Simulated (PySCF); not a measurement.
**Gallium: a sound run and one with changed settings**

Sound run: Ga [Ar] 3d10 4s2 4p1, Ga⁺ [Ar] 3d10 4s2. All numbers are calculated (PySCF 2.14, no relativity, point nucleus, in def2-SVP (5s4p3d, 32 functions)). In the sound run the correlated levels freeze [Ar] 3d10. The sound run starts from symmetry-adapted Hartree-Fock orbitals and uses a fine grid where one is needed.

Changed run: a valence shell is frozen. This setting is unsound on purpose.

Ionisation energy of Ga:

| method | sound run (eV) | changed run (eV) |
| --- | --- | --- |
| UHF | 5.550 | 5.550 |
| MP2 | 5.683 | 5.550 |
| SCS-MP2 | 5.662 | 5.550 |
| CCSD | 5.738 | 5.550 |
| CCSD(T) | 5.753 | 5.550 |
| CCSDT | n/a | 5.550 |
| FCI | n/a | 5.550 |

Freezing a valence shell removes pair correlation that changes on ionisation.

For comparison, NIST gives 5.999 eV between the lowest levels.
